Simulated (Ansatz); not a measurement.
Ansatz results at the PBE0-D4/def2-TZVP geometry: HOMO–LUMO gap (ωB97M-V/def2-TZVPP) 11.28 eV; LUMO energy (PBE/def2-TZVPP) -1.29 eV; HOMO–LUMO gap (B3LYP/def2-TZVPP) 7.03 eV.

Each molecule was computed in one conformer, which needn't be the lowest.

Problem. Which molecule gave them?
A. `C[SiH](O)[Si](O)(F)F`
B. `O[Si](O)(Cl)[GeH2][Cl]`
C. `CO[SiH](O)[GeH2][OH]`
D. `CO[SiH](F)O[SiH2]Cl`

Solution. C. The others give `CO[SiH](F)O[SiH2]Cl`: 13.24, -0.56, 8.68; `C[SiH](O)[Si](O)(F)F`: 11.66, -1.19, 7.41; `O[Si](O)(Cl)[GeH2][Cl]`: 11.30, -1.66, 6.95.

B3LYP here is the variant with VWN-RPA as its local correlation; programs differ in this.
